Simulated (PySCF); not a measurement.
Species: C6H8N2O.
SMILES with atom numbers: `[CH3:1][NH:2][c:3]1[cH:4][cH:5][cH:6][n+:7]([O-:8])[cH:9]1` (hydrogens: H10, H11, H12 on C1; H13 on N2; H14 on C4; H15 on C5; H16 on C6; H17 on C9)

Level: B3LYP/def2-SVPD in PySCF, non-relativistic, on one gas-phase PBE0-D3(BJ)/def2-SVP geometry that isn't relaxed in the solvent. The solvent is an IEF-PCM continuum (van der Waals radii × 1.2), and excitations are vertical TDDFT with non-equilibrium linear response and a frozen core. Only the electrostatic response of the medium enters.

Gas-phase singlets (H = HOMO, L = LUMO):

```
state  E (eV)  λ (nm)      f  leading configuration
   S1   4.104     302  0.036                H→L 48%
   S2   4.197     295  0.000              H-2→L 98%
   S3   4.775     260  0.128                H→L 42%
   S4   4.980     249  0.151              H-1→L 53%
   S5   5.118     242  0.003              H→L+2 92%
```

Task: Give the list for cyclohexane (ε = 2.017), n² = 2.04.

Result: 
| state | E (eV) | λ (nm) | f | leading configuration | change by rank (eV) |
| --- | --- | --- | --- | --- | --- |
| S1 | 4.030 | 308 | 0.068 | H→L 67% | -0.074 |
| S2 | 4.353 | 285 | 0.000 | H-2→L 98% | +0.156 |
| S3 | 4.715 | 263 | 0.151 | H-1→L 36% | -0.060 |
| S4 | 4.947 | 251 | 0.271 | H→L+1 44% | -0.033 |
| S5 | 5.328 | 233 | 0.004 | H→L+2 92% | +0.210 |

Task: How does the list change in water (ε = 78.36)?

Result: 
```
state  E (eV)  λ (nm)      f  leading configuration  change by rank (eV)
   S1   3.932     315  0.066                H→L 82%               -0.172
   S2   4.636     267  0.000              H-2→L 99%               +0.439
   S3   4.776     260  0.120              H-1→L 49%               +0.001
   S4   5.056     245  0.327              H→L+1 42%               +0.076
   S5   5.528     224  0.266            H-1→L+1 55%               +0.410
```

Task: The ground-state energy changes by -0.493 eV from gas to water. By how much does the total energy of gas-phase S2 change?

Result: E(S2) = E(S0) + excitation energy, so it changes by -0.493 + 0.439 = -0.054 eV: it is lowered less than the ground state, which is what a blue shift means. This is the vertical state, with the slow part of the continuum still set for S0.

Task: How do the frontier levels move from gas to water?

Result: 
```tsv
orbital	gas (eV)	solvent (eV)	change (eV)
LUMO+2	0.07	0.58	+0.51
LUMO+1	-0.44	-0.39	+0.05
LUMO	-1.23	-1.32	-0.09
HOMO	-5.81	-5.85	-0.04
HOMO-1	-6.45	-6.52	-0.07
HOMO-2	-6.90	-7.39	-0.49
HOMO-3	-8.46	-8.36	+0.10
```

The HOMO–LUMO gap goes from 4.58 to 4.53 eV. Rows go by rank; for HOMO-1, HOMO and LUMO+2 the atom shares or the degeneracy differ between the runs, so the row needn't follow one orbital.

Conformer computed: `[CH3:1][NH:2][c:3]1[cH:4][cH:5][cH:6][n+:7]([O-:8])[cH:9]1`: C1–N2–C3–C4 -174°.
